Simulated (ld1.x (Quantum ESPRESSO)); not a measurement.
## How hard is this rhodium PAW potential?

| Quantity | Value |
| --- | --- |
| Element | rhodium |
| Generator | ld1.x (Quantum ESPRESSO) 7.5 |
| Type | PAW |
| Functional | PBE |
| Relativity | scalar-relativistic |
| Frozen core | [Ar] 3d10 4s2 |
| Valence charge | 15 |
| Reference configuration | 4p6 4d8 5s1 5p0 |
| Partial waves | 5s (bound): rcut 2.40, rcutus 3.05 bohr; 5s channel at 1.1 Ry: rcut 2.40, rcutus 3.05 bohr; 4p (bound): rcut 1.45, rcutus 1.65 bohr; 5p (bound, empty): rcut 1.45, rcutus 1.65 bohr; 4d (bound): rcut 1.70, rcutus 1.80 bohr; 4d channel at 0.7 Ry: rcut 1.70, rcutus 1.80 bohr |
| Local potential | all-electron potential smoothed inside 2.50 bohr (lloc = -2) |
| Core correction | Bessel-smoothed model core, default radius (core density twice the valence density) |
| Augmentation charge | BESSEL, radius 1.25 bohr |

The pseudo-atom Hamiltonian at the reference potential is diagonalised in spherical Bessel functions j_l(qr) that vanish at 20 bohr, with q² up to the cutoff. All-electron valence levels (Ry): 5s -0.3160, 4p -3.7058, 5p -0.0625, 4d -0.4366.

Question: How do the lowest levels (Ry) of each channel move with the cutoff, and are there ghosts?

Answer:

```
cutoff (Ry)     s #1    s #2     p #1     p #2    p #3     d #1    f #1  Σ f·Δε (mRy)
          8  -0.3160  0.0087  -2.8851  -0.0271  0.0686   0.0392  0.1092        8730.6
         15  -0.3160  0.0087  -3.5832  -0.0421  0.0613  -0.2265  0.1092        2416.7
         25  -0.3161  0.0087  -3.6986  -0.0512  0.0578  -0.4221  0.1092         160.1
         40  -0.3161  0.0087  -3.7051  -0.0612  0.0543  -0.4360  0.1092           9.3
         55  -0.3161  0.0087  -3.7058  -0.0624  0.0540  -0.4365  0.1092           1.2
         80  -0.3161  0.0087  -3.7058  -0.0625  0.0539  -0.4366  0.1092           0.3
        400  -0.3161  0.0087  -3.7059  -0.0625  0.0539  -0.4366  0.1092           0.0
```

Result: no extra level below or beside the all-electron valence levels (s, p, d, f tested); 10 mRy is reached at 40 Ry and 1 mRy at 60 Ry.

1 of 7 tests not solved or not reliable.
